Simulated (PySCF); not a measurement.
## Spinor energies of La³⁺ (lanthanum, charge +3)

Start: [Xe]. Calculated with PySCF 2.14 in x2c-QZVPPall-2c: generalised Hartree-Fock with the X2C-1e Hamiltonian and a Gaussian nucleus; one run each with spin-orbit coupling (SO) switched off, then screened by Boettger's factors.

```tsv
spinor shell	electrons	ε, spin-free (eV)	ε, screened SO (eV)	weight of nominal j (screened SO)	rms radius, screened SO (bohr)
1s1/2	2	-39144.7	-39139.8	1.000	0.0286
2s1/2	2	-6359.7	-6358.2	1.000	0.116
2p1/2	2	-5695.5	-5984.3	1.000	0.100
2p3/2	4	-5695.5	-5567.7	1.000	0.106
3s1/2	2	-1424.7	-1424.3	1.000	0.303
3p1/2	2	-1207.7	-1265.4	1.000	0.295
3p3/2	4	-1207.7	-1181.9	1.000	0.308
3d3/2	4	-896.00	-906.31	1.000	0.279
3d5/2	6	-896.00	-888.66	1.000	0.283
4s1/2	2	-325.75	-325.60	1.000	0.694
4p1/2	2	-252.28	-264.61	1.000	0.719
4p3/2	4	-252.28	-246.70	1.000	0.746
4d3/2	4	-142.59	-144.41	1.000	0.820
4d5/2	6	-142.59	-141.24	1.000	0.830
5s1/2	2	-71.725	-71.696	1.000	1.65
5p1/2	2	-50.461	-52.428	1.000	1.82
5p3/2	4	-50.461	-49.568	1.000	1.89
```

```tsv
quantity	spin-free	screened SO
E (hartree)	-8486.52337	-8489.97985
M_J	0	0
⟨J²⟩	0.000	0.000
⟨L²⟩	0.000	0.038
⟨S²⟩	0.000	0.038
```

Breit and QED terms are absent; they matter most for the inner s and p1/2 levels.

Densities and radii are taken from the X2C orbitals without a picture-change correction, which distorts them close to the nucleus.

Without spin-orbit coupling the j labels of p, d and f shells carry no meaning; the spin-free column gives the mean over the occupied spinors of each nl shell.
